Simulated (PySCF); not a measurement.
C5H3F4O (doublet state).
Geometry (GFN2-xTB, Å), atoms numbered from 1 in this order:
```xyz
13
C5H3F4O angstrom
F     -0.648    2.109    0.864
C     -0.785    0.938    0.243
C     -1.655    0.626   -0.733
O     -1.528   -0.662   -1.108
C     -0.574   -1.240   -0.345
C      0.067   -0.258    0.571
C      1.569   -0.035    0.245
F      2.259   -1.175    0.384
F      2.137    0.864    1.051
F      1.754    0.381   -1.011
H     -2.403    1.218   -1.221
H     -0.251   -2.227   -0.595
H      0.053   -0.538    1.637
```

The hyperfine couplings belong to this conformer and change with its torsions.

As a line formula: `FC1=CO[CH][C@H]1C(F)(F)F` [radical].

Computed, not measured: PySCF 2.14.0, UKS B3LYP, pcH-1 on C F H O, non-relativistic, mean-field spin-orbit, GIAO. Isolated species at its GFN2-xTB geometry, gas phase. A GFN2-xTB geometry isn't a minimum of the functional, and hyperfine couplings can be far from their values at a DFT geometry. The SCF solution wasn't tested for stability.

Question: Predict the first-order ENDOR lines of F1, F8/F9/F10, H13 and H12 under fast tumbling at B = 341.6 mT (X band).

Answer: For S = 1/2 in fast tumbling each set of equivalent nuclei gives two lines, ν± = |νn ± a/2| to first order, with νn = g_N μN B/h and μN/h = 7.62259 MHz/T.

```csv
nuclei,isotope,g_N,νn (MHz),a_iso (MHz),lower line (MHz),upper line (MHz)
F1,19F,5.2577,13.69,10.90,8.24,19.14
F8/F9/F10,19F,5.2577,13.69,6.49,10.45,16.93
H13,1H,5.5857,14.54,137.60,54.25,83.34
H12,1H,5.5857,14.54,-59.32,15.11,44.20
```

Question: Which pairs are centred on the nuclear Larmor frequency, and which on half the coupling?

Answer: Centred on νn, since |a| < 2νn: F1 and F8/F9/F10. Centred on |a|/2 and split by 2νn: H13 and H12.

Question: At what field would the lower line of F1 fall to zero frequency?

Answer: Where νn = |a|/2, that is B = 5.45 MHz/(5.2577 × 7.62259 MHz/T) = 136 mT, as far as first order holds there.

Class means assume fast exchange of nuclei equivalent by connectivity; if that motion is slow, each nucleus keeps its own coupling. The three 19F nuclei of mean +6.5 MHz run from 0.7 to 15.9 MHz in the frozen geometry.

Time: 65 s of wall time (with the writing of density and orbital grids); peak memory 0.96 GiB. Hardware: an AMD EPYC 7B13 with one thread, shared host with 96 logical CPUs at a one-minute load of 43.
